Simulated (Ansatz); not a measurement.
Reaction (formal exchange of groups at a Ge–Se bond): `[GeH3][Se][GeH3]` + `B[SiH2]O` → `O[SiH2][BH][GeH3]` + `[GeH3][SeH]`

Isolated molecules relaxed with PBE0-D4/def2-TZVP in Ansatz; ΔE leaves out vibrations. CCSD(T)/CBS is the MP2 limit (def2-TZVPP, def2-QZVPP) plus CCSD(T) − MP2 in def2-TZVPP, frozen cores. Functionals use def2-TZVPP. B3LYP here is the variant with VWN-RPA as its local correlation; programs differ in this. HSE06 is defined as in plane-wave codes. For Ge, Se outer-core shells are correlated without core-valence functions, which leaves a few kJ/mol of doubt a bond. Scalar relativity is left out up to krypton. One conformer a species, not always the lowest.

`[GeH3][Se][GeH3]`:

Z-matrix (Å, degrees):
```
Ge
Se 1 2.354
H 1 1.534 2 106.0
H 1 1.537 2 110.0 3 119.6
H 1 1.537 2 110.0 3 -119.6
Ge 2 2.354 1 95.5 3 179.4
H 6 1.537 2 110.0 1 60.5
H 6 1.537 2 110.0 1 -60.2
H 6 1.534 2 106.0 1 -179.9
```

`B[SiH2]O`:

```xyz
8

B    -0.023   -1.379   -0.058
Si    0.402    0.578    0.054
O    -0.788    1.615   -0.442
H    -1.124   -1.816   -0.228
H     0.858   -2.175    0.099
H     1.587    0.926   -0.772
H     0.767    0.816    1.489
H    -1.680    1.435   -0.143
```

`O[SiH2][BH][GeH3]`:

Z-matrix (Å, degrees):
```
Si
B 1 2.000
O 1 1.654 2 114.6
H 1 1.486 2 113.2 3 -120.6
H 1 1.500 2 104.4 3 122.2
Ge 2 2.058 1 122.9 3 -13.4
H 2 1.197 1 119.6 3 167.9
H 3 0.958 1 117.1 2 41.7
H 6 1.543 2 107.5 1 102.1
H 6 1.544 2 113.0 1 -15.4
H 6 1.539 2 113.8 1 -138.8
```

`[GeH3][SeH]`:

```xyz
6

Ge   -0.023   -0.480    0.360
Se   -0.480    1.713   -0.375
H     1.483   -0.662    0.599
H    -0.796   -0.625    1.676
H    -0.518   -1.503   -0.672
H     0.333    1.557   -1.588
```

Q: Is it downhill or uphill in electronic energy at CCSD(T)/CBS, and by how much? (An estimate is asked.)

A: Ansatz gave: Uphill: ΔE = +0.60 eV.

Q: What do these levels give: HSE06-D4, CAM-B3LYP-D4, B3LYP, MP2/def2-TZVPP, CCSD(T)/def2-TZVPP, MP2/CBS(def2)? (Estimate.)

A: Computed: HSE06-D4 0.58, CAM-B3LYP-D4 0.59, B3LYP 0.59, MP2/def2-TZVPP 0.69, CCSD(T)/def2-TZVPP 0.59, MP2/CBS(def2) 0.70 eV.

Largest T1 diagnostic among the species: 0.013.

From BLYP to BHLYP (50 % exact exchange), in def2-TZVPP and without D4, ΔE moves by +0.10 eV. Leaving LDA and LC-ωPBE aside and taking each functional with its dispersion term where it has one, the values, not all of them listed here, spread over 0.16 eV, from B97M-V to BHLYP-D4. LDA lies −0.08 eV from PBE without D4. At CCSD(T), def2-SVP lies −0.04 eV from the extrapolated value and def2-TZVPP −0.01 eV.
